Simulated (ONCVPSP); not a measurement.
Which change was made? (P, ONCV)

```
Element                 : P (Z = 15)
Generator               : ONCVPSP 4.0.1
Type                    : optimised norm-conserving Vanderbilt (ONCV)
Functional              : PBEsol
Relativity              : scalar-relativistic
Frozen core             : [Ne]
Valence charge          : 5
Reference configuration : 3s2 3p2 (charge +1)
Partial waves           : 3s: rc 1.25 bohr, ncon 5, nbas 8, qcut 5.7 1/bohr, 3 projectors, debl 3.6 Ha; 3p: rc 1.95 bohr, ncon 3, nbas 7, qcut 4.8 1/bohr, 2 projectors, debl 0.5 Ha; d scattering state at 0.27 Ha: rc 2.10 bohr, ncon 4, nbas 8, qcut 3.9 1/bohr, 2 projectors, debl 2 Ha
Local potential         : polynomial inside 1.15 bohr (lpopt 5, dvloc0 1 Ha)
Core correction         : Teter function fitted to the true core (icmod 2), fcfact 0.65
```

In the p channel the program set the typed energies aside and used -0.521, 0.250 Ha. In the d channel the program set the typed energies aside and used 0.050, 2.050 Ha.

Cutoffs, loose and tight: the cutoffs (Ha) at which the residual kinetic energy of the hardest occupied pseudo-wave falls to 1 and 0.1 mHa per electron. They do not see the model core or the augmentation charge, which bear on the density cutoff. Test errors are all-electron minus pseudo excitation energies from the reference, over the configurations 3s2 3p3; 3s2 3p1; 3s2 3p0; 3s2 3p2.5; variants that change the core or the reference have their own tests.

The base gives: outcome: generated, projector energies reset by the program; cutoff, loose: 92 Ha; cutoff, tight: 109 Ha; bound ghosts: s; GHOST(+) flags above zero: s; largest test error (meV): +24.

(1) After one change the result is: outcome: generated, projector energies reset by the program; cutoff, loose: 12 Ha; cutoff, tight: 14 Ha; bound ghosts: none; GHOST(+) flags above zero: s; largest test error (meV): +23. Which change was it?
A. s: rc 1.62
B. s: rc 1.78
C. s: rc 1.3
D. s: rc 0.9; local potential polynomial inside 0.90 bohr (lpopt 5, dvloc0 1 Ha)

Answers

(1) B. The others give: s: rc 1.62 → outcome: generated, projector energies reset by the program; cutoff, loose: 11 Ha; cutoff, tight: 14 Ha; bound ghosts: s; GHOST(+) flags above zero: none; largest test error (meV): +23 | s: rc 0.9; local potential polynomial inside 0.90 bohr (lpopt 5, dvloc0 1 Ha) → outcome: failed: optimize: ERROR ps0norm > uunorm, code will stop | s: rc 1.3 → outcome: generated, projector energies reset by the program; cutoff, loose: 79 Ha; cutoff, tight: 98 Ha; bound ghosts: s; GHOST(+) flags above zero: s; largest test error (meV): +23.
